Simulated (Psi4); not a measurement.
ClSr, charge +1, singlet, at a GFN2-xTB geometry (such geometries of metal compounds can be far from the true shape) (core potentials on Sr); R2SCAN/def2-TZVP (Psi4).

The Psi4 input:
```
memory 2 GB

molecule {
1 1
  Sr   -0.00000000   -0.00000000   -0.76811428
  Cl    0.00000000    0.00000000    1.71696133
}

set basis def2-tzvp

energy('r2scan')
print_variables()
```

What the program printed (banner, timings and long lists left out):

```
   => Loading Basis Set <=

    Name: DEF2-TZVP
    Role: ORBITAL
    Keyword: BASIS

    !!!  WARNING: ECP capability is in beta. Please check occupations closely.  !!!

         ---------------------------------------------------------
                                   SCF
               by Justin Turney, Rob Parrish, Andy Simmonett
                          and Daniel G. A. Smith
                              RKS Reference
         ---------------------------------------------------------

  ==> Geometry <==

    Molecular point group: c2v
    Full point group: C_inf_v

    Geometry (in Angstrom), charge = 1, multiplicity = 1:

       Center              X                  Y                   Z               Mass
    ------------   -----------------  -----------------  -----------------  -----------------
         SR           0.000000000000     0.000000000000    -0.707227842506    87.905612500000
         CL           0.000000000000     0.000000000000     1.777847767494    34.968852682000

  Running in c2v symmetry.

  Rotational constants: A = ************  B =      0.10911  C =      0.10911 [cm^-1]
  Rotational constants: A = ************  B =   3271.15888  C =   3271.15888 [MHz]
  Nuclear repulsion =   36.200156426588563

  Charge       = 1
  Multiplicity = 1
  Electrons    = 26
  Nalpha       = 13
  Nbeta        = 13

  ==> Algorithm <==

  SCF Algorithm Type is DF.
  DIIS enabled.
  MOM disabled.
  Fractional occupation disabled.
  Guess Type is SAD.
  Energy threshold   = 1.00e-06
  Density threshold  = 1.00e-06
  Integral threshold = 1.00e-12

  ==> Primary Basis <==

  Basis Set: DEF2-TZVP
    Blend: DEF2-TZVP
    Number of shells: 26
    Number of basis functions: 70
    Number of Cartesian functions: 78
    Spherical Harmonics?: true
    Max angular momentum: 3

  Core potential: DEF2-TZVP
    Number of shells: 4
    Number of ECP primitives: 10
    Number of ECP core electrons: 28
    Max angular momentum: 3

  ==> DFT Potential <==

   => LibXC <=

    Version 7.1.2
    S. Lehtola, C. Steigemann, M. J. T. Oliveira, and M. A. L. Marques,  SoftwareX 7, 1–5 (2018) (10.1016/j.softx.2017.11.002)

   => Composite Functional: R2SCAN <=

    r2SCAN Meta-GGA XC Functional  (0.1021/acs.jpclett.0c02405)
    J. W. Furness, A. D. Kaplan, J. Ning, J. P. Perdew, J. Sun  J. Phys. Chem. Lett.  11, 8208–8215, 2020

    Deriv               =              1
    GGA                 =           TRUE
    Meta                =           TRUE

[...]
   @DF-RKS iter   5:  -490.77098612737757   -1.58269e-03   2.73057e-04 DIIS/ADIIS
   @DF-RKS iter   6:  -490.77105916790492   -7.30405e-05   3.15664e-05 DIIS
   @DF-RKS iter   7:  -490.77106012803836   -9.60133e-07   1.05791e-05 DIIS
   @DF-RKS iter   8:  -490.77106021471315   -8.66748e-08   1.46179e-06 DIIS
   @DF-RKS iter   9:  -490.77106021719425   -2.48110e-09   8.68348e-08 DIIS
  Energy and wave function converged.

  ==> Post-Iterations <==

   Electrons on quadrature grid:
      Ntotal   =   26.0000046662 ; deviation = 4.666e-06

    Orbital Energies [Eh]
    ---------------------

    Doubly Occupied:

[...]
       3B1    -0.420309

    Virtual:

[...]
    Final Occupation by Irrep:
             A1    A2    B1    B2
    DOCC [     7,    0,    3,    3 ]
    NA   [     7,    0,    3,    3 ]
    NB   [     7,    0,    3,    3 ]

  @DF-RKS Final Energy:  -490.77106021719425

   => Energetics <=

    Nuclear Repulsion Energy =             36.2001564265885634
    One-Electron Energy =                -754.2529367682784596
    Two-Electron Energy =                 259.7621711850909492
    DFT Exchange-Correlation Energy =     -32.4804510605953496
    Empirical Dispersion Energy =           0.0000000000000000
    VV10 Nonlocal Energy =                  0.0000000000000000
    Total Energy =                       -490.7710602171942469

Computation Completed

Properties will be evaluated at   0.000000,   0.000000,   0.000000 [a0]

Properties computed using the SCF density matrix

 Multipole Moments:

 ------------------------------------------------------------------------------------
     Multipole            Electronic (a.u.)      Nuclear  (a.u.)        Total (a.u.)
 ------------------------------------------------------------------------------------

 L = 1.  Multiply by 2.5417464519 to convert [e a0] to [Debye]
 Dipole X            :          0.0000000            0.0000000            0.0000000
 Dipole Y            :          0.0000000            0.0000000            0.0000000
 Dipole Z            :        -47.4213295           43.7493020           -3.6720274
 Magnitude           :                                                    3.6720274

 ------------------------------------------------------------------------------------

  Variable Map:
  ----------------------------------------------------------------------------
[...]
  Array Variable Map:
  ----------------------------------------------------------------------------
[...]
[...]
```
